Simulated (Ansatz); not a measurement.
`[CH3][Mo](=[O])(=[O])[F]` + `C#C[SiH](F)Cl` → `[O]=[Mo](=[O])([F])[F]` + `C#C[SiH](C)Cl` at 700 K and 1 bar (redistribution).

Gas-phase electronic energies from Ansatz, PBE0-D4/def2-TZVP geometries. CBS: MP2 limit from def2 TZ/QZ plus the TZ coupled-cluster correction, frozen cores. Elements past krypton have def2 core potentials. For Mo outer-core shells are correlated without core-valence functions, which leaves a few kJ/mol of doubt a bond.

```tsv
species	CCSD(T)/CBS energy (Eh)	H − E (kJ/mol)	S (J/(mol·K))
`[CH3][Mo](=[O])(=[O])[F]`	-358.25710	184.9	442.2
`C#C[SiH](F)Cl`	-926.02177	150.0	424.1
`[O]=[Mo](=[O])([F])[F]`	-418.23459	83.0	391.3
`C#C[SiH](C)Cl`	-866.03655	252.7	464.9
```

H − E and S are ideal-gas, rigid-rotor, harmonic terms from PBE0-D4/def2-TZVP, for one conformer and one mirror image of each species. 1 Eh = 2625.50 kJ/mol, R = 8.31446 J/(mol·K).

Problem. By hand: ΔE, ΔH, ΔS and ΔG.

Solution. ΔE = (-418.23459) + (-866.03655) − (-358.25710) − (-926.02177) = 0.00773 Eh = 20.3 kJ/mol. Δ(H − E) = 83.0 + 252.7 − 184.9 − 150.0 = 0.8, so ΔH = 21.1 kJ/mol. ΔS = 391.3 + 464.9 − 442.2 − 424.1 = -10.1 J/(mol·K). ΔG = 21.1 − 700 × (-10.1)/1000 = 28.2 kJ/mol.

Problem. By hand: the equilibrium constant, and the temperature at which ΔG would vanish if ΔH and ΔS stayed fixed.

Solution. log₁₀ K = −ΔG/(RT ln 10) = -2.1. ΔH and −TΔS have one sign here, so there is no such temperature.

TΔS isn't small against ΔH here. A doubt of 5 kJ/mol in ΔE shifts log₁₀ K by 0.4 here. Other conformers and mirror images would add mixing entropy, several J/(mol·K) or more a flexible species. These are equilibria of isolated gas molecules and say nothing of rates. Largest T1 diagnostic: 0.025 (customary marks: 0.02 for closed shells, 0.045 for open ones).

ΔS is within the doubt of such terms, so its sign, and with it that verdict, could turn.
